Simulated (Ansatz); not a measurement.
Ansatz (a quantum-chemistry and plane-wave program) input (CCSD(T,full)/cc-pwCVTZ):
A basis named .json is the Basis Set Exchange file of that set.

Ansatz 0.2 input:
```yaml
crystal:
  periodic: [false, false, false]
  atoms:
    - {symbol: C, position_ang: [2.60545784, -0.32389595, 0.00898594]}
    - {symbol: C, position_ang: [1.16731706, -0.54636411, -0.16292670]}
    - {symbol: C, position_ang: [0.03051308, 0.10205545, -0.23793911]}
    - {symbol: C, position_ang: [-0.04679633, 1.61253143, -0.13127681]}
    - {symbol: C, position_ang: [-1.28464165, -0.62269484, -0.43552095]}
    - {symbol: C, position_ang: [-2.22238462, -0.52713163, 0.77202156]}
    - {symbol: H, position_ang: [2.98214700, -0.81767778, 0.90862554]}
    - {symbol: H, position_ang: [3.17496294, -0.71248975, -0.83941602]}
    - {symbol: H, position_ang: [2.83759776, 0.74709895, 0.09933848]}
    - {symbol: H, position_ang: [-0.54578183, 2.02894635, -1.01136302]}
    - {symbol: H, position_ang: [0.93956178, 2.06701014, -0.05179449]}
    - {symbol: H, position_ang: [-0.62806338, 1.91523548, 0.74306488]}
    - {symbol: H, position_ang: [-1.78822594, -0.20442030, -1.31482415]}
    - {symbol: H, position_ang: [-1.07971021, -1.67110399, -0.65549251]}
    - {symbol: H, position_ang: [-2.49762553, 0.50583404, 0.99081192]}
    - {symbol: H, position_ang: [-1.74692708, -0.94378588, 1.66198154]}
    - {symbol: H, position_ang: [-3.14472794, -1.08164914, 0.58900438]}
basis:
  gaussian:
    orbitals: cc-pwCVTZ.json
magnetization: {spin_polarized: true, initial_magnetization: 1}
correlation: {method: ccsd_t, frozen_orbitals: {C: 0, H: 0}}
```

Output:

```
Functional definition: HF
integrals: 11.36 GiB planned
2349 factors; integrals over basis functions are off by at most 1.1e-3 eV
2.92 GiB of device memory are held for the factors and their scratch space
mean field: 2.95 GiB planned
mean field evaluation 1: about -6352.1195 eV, gradient 2.8e1 eV
mean field evaluation 2: about -6352.1216 eV, gradient 2.8e1 eV
mean field evaluation 4: about -6357.0231 eV, gradient 4.0e0 eV
mean field evaluation 8: about -6357.2043 eV, gradient 5.2e-1 eV
mean field evaluation 16: about -6352.1182 eV, gradient 2.8e1 eV
mean field evaluation 32: about -6354.4310 eV, gradient 2.8e-1 eV
mean field -6357.24882930 eV, -233.6245853788 hartree, gradient 5.7e-6 eV, S^2 0.905578; 1 other end points of the search recorded, 0 dependent functions left out
determinant -6357.24882930 eV, -233.6245853788 hartree, with singles and doubles -6394.23835758 eV, -234.9839254707 hartree
determinant -6354.42636971 eV, -233.5208619020 hartree, with singles and doubles -6391.30494809 eV, -234.8761246603 hartree
reference -6357.24882930 eV, -233.6245853788 hartree; 24, 23 occupied and 388, 389 virtual orbitals, 2349 factors
second order -34.70070984 eV of doubles, -0.00000000 eV of singles
coupled cluster: 54.26 GiB planned
cycle   1  -36.77931643 eV  change    -8.0e0 eV  update   3.4e-2
cycle   2  -36.89818333 eV  change   -1.2e-1 eV  update   7.6e-3
cycle   3  -36.89688351 eV  change    1.3e-3 eV  update   3.7e-3
cycle   4  -36.89996622 eV  change   -3.1e-3 eV  update   1.8e-3
cycle   5  -36.90203067 eV  change   -2.1e-3 eV  update   9.8e-4
cycle   6  -36.90331857 eV  change   -1.3e-3 eV  update   3.8e-4
cycle   7  -36.90406390 eV  change   -7.5e-4 eV  update   1.4e-4
cycle   8  -36.90415122 eV  change   -8.7e-5 eV  update   6.2e-5
cycle   9  -36.90413865 eV  change    1.3e-5 eV  update   2.6e-5
coupled cluster: 54.26 GiB planned
perturbative correction -1.30847219 eV, -0.0480854660 hartree
Total energy: -6395.46144014 eV, -235.0288729255 hartree
```

It need not be the lowest isomer of its formula.

The determinant is spin-contaminated: <S^2> is 0.91 against 0.75 for a pure state.
